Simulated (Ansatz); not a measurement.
# Loss of HF: C2H4FI → C2H3I + HF

Species: C2H4FI `CC(F)I`, singlet; C2H3I (vinyl iodide) `C=CI`, singlet; HF (hydrogen fluoride), singlet. 

Shapes, held fixed at every level: PBE0-D4/def2-TZVP. Programs: Ansatz 0.2.0. The zero-point and thermal change to 298 K, harmonic and unscaled (PBE0-D4/def2-TZVP), is -11.9 kJ/mol.

```json
{"level": "SPW92/def2-TZVPP", "kind": "LDA", "ΔH(298 K) (kJ/mol)": "+105.5", "less CCSD(T)/def2-TZVPP": "+51.8"}
{"level": "r2SCAN-D4/def2-TZVPP", "kind": "meta-GGA", "ΔH(298 K) (kJ/mol)": "+77.4", "less CCSD(T)/def2-TZVPP": "+23.7"}
{"level": "B3LYP-D4/def2-TZVPP", "kind": "global hybrid", "ΔH(298 K) (kJ/mol)": "+62.0", "less CCSD(T)/def2-TZVPP": "+8.3"}
{"level": "BHLYP-D4/def2-TZVPP", "kind": "global hybrid", "ΔH(298 K) (kJ/mol)": "+69.8", "less CCSD(T)/def2-TZVPP": "+16.1"}
{"level": "B2PLYP/def2-TZVPP", "kind": "double hybrid", "ΔH(298 K) (kJ/mol)": "+56.2", "less CCSD(T)/def2-TZVPP": "+2.5"}
{"level": "MP2/def2-SVP", "kind": "perturbation theory", "ΔH(298 K) (kJ/mol)": "+73.4", "less CCSD(T)/def2-TZVPP": "+19.7"}
{"level": "CCSD(T)/def2-TZVPP", "kind": "coupled cluster or CI", "ΔH(298 K) (kJ/mol)": "+53.7", "less CCSD(T)/def2-TZVPP": "0.0"}
```

The highest level, CCSD(T)/def2-TZVPP, gives ΔH(298 K) = +53.7 kJ/mol; the levels span +53.7 to +105.5. The column of differences is taken from that level and isn't an error. No measured value is set beside it here. For atoms past krypton def2 sets carry core potentials with scalar relativity. Correlated rows may include outer-core shells of I, which these sets cover unevenly.
